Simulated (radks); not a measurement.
Cr16+, configuration [He] 2s2 2p4.

All-electron calculation, scalar-relativistic Kohn-Sham, SCAN, spin-polarised, spherical densities, finite nucleus; open shells are filled with parallel spins first; meta-GGA in the generalised Kohn-Sham scheme; Fermi nuclear charge, rms radius 3.6452 fm. Program: a radial shooting solver on a logarithmic mesh with Libxc functionals.

Energy parts (eV):
total: -24113.620
kinetic: 24404.645
electron-nucleus: -51807.850
Hartree: 4146.140
exchange-correlation: -856.555

Orbitals (lengths in bohr, moments of r in powers of bohr):
1s up: occ. 1; eigenvalue (eV) -6581.431; <r^4> 0.00007527; <r> 0.06346
1s down: occ. 1; eigenvalue (eV) -6569.657; <r^4> 0.00007457; <r> 0.06333
2s up: occ. 1; eigenvalue (eV) -1256.767; <r^4> 0.01400; <r> 0.2785
2s down: occ. 1; eigenvalue (eV) -1238.826; <r^4> 0.01439; <r> 0.2803
2p up: occ. 3; eigenvalue (eV) -1164.650; <r^4> 0.01005; <r> 0.2432
2p down: occ. 1; eigenvalue (eV) -1141.660; <r^4> 0.01048; <r> 0.2454

The highest occupied level is 2p down at -1141.7 eV. The density falls to 0.001 e/bohr^3 at r = 0.90 bohr. Summed over all electrons, <r^2> = 0.4829 bohr^2, which gives a Langevin (diamagnetic) susceptibility term of -0.382 x 10^-6 cm^3/mol. Spin moment in Bohr magnetons: 2. The spin density at the nucleus is -2.92 e/bohr^3 (1s -14.52, 2s 11.60). The electron density at the nucleus is 1.149e+04 e/bohr^3 (large components only).

Empty levels of this run are not shown, since the potential may be unsettled where no density lies.
